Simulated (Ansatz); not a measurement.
Species: C3H5F, SMILES `C=CCF` (C–C–C–F torsion 125°) (charge 0, multiplicity 1), formula C3H5F.

Q: How many basis functions does Ansatz (a first-principles code) with frozen-core CCSD(T)/def2-TZVPP // B3LYP-D3(BJ)/def2-TZVP use, how many core orbitals are frozen, and how many electrons are correlated?

A: 194 basis functions and 4 frozen orbitals, which leaves 24 correlated electrons. Core time is of the order of minutes.
